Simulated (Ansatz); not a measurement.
Isolated molecules relaxed with PBE0-D4/def2-TZVP in Ansatz; ΔE leaves out vibrations. CCSD(T)/CBS adds triple-zeta CCSD(T) − MP2 to the extrapolated MP2 energy (def2 sets, frozen cores). DFT in def2-TZVPP. B3LYP here is the variant with VWN-RPA as its local correlation; programs differ in this. Each species was taken in one conformer, which may not be the lowest.

`CBO[SiH2]F` + `C1C[SiH2]1` → `F[SiH2]C1C[SiH2]1` + `CBO`  (formal exchange of groups at the Si–O bond)

```
             level  ΔE (kJ/mol)
            PBE-D4         68.0
         r2SCAN-D4         79.7
           PBE0-D4         72.5
          B3LYP-D4         82.6
   CCSD/def2-TZVPP         84.3
CCSD(T)/def2-TZVPP         80.9
SCS-MP2/def2-QZVPP         84.6
    CCSD/CBS(def2)         83.6
```

Problem. What does CCSD(T)/CBS give? (An estimate is asked.)

Solution. Computed: +80.2 kJ/mol. The listed levels differ from it by -12.2, -0.5, -7.7, 2.4, 4.1, 0.7, 4.4, 3.4 kJ/mol.

Largest T1 diagnostic among the species: 0.012.

The D4 term adds −5.2 kJ/mol with B3LYP and −2.8 kJ/mol with PBE0; it sums over pairs of atoms, weighted by their polarisabilities, and B3LYP, whose exchange is more repulsive, gets the larger term. In def2-TZVPP, CCSD(T) changes the Hartree–Fock value by −22.7 kJ/mol (the triples alone add −3.4 kJ/mol) and MP2 by −24.1 kJ/mol. From PBE to PBE0 (25 % exact exchange), in def2-TZVPP and without D4, ΔE moves by +4.1 kJ/mol.
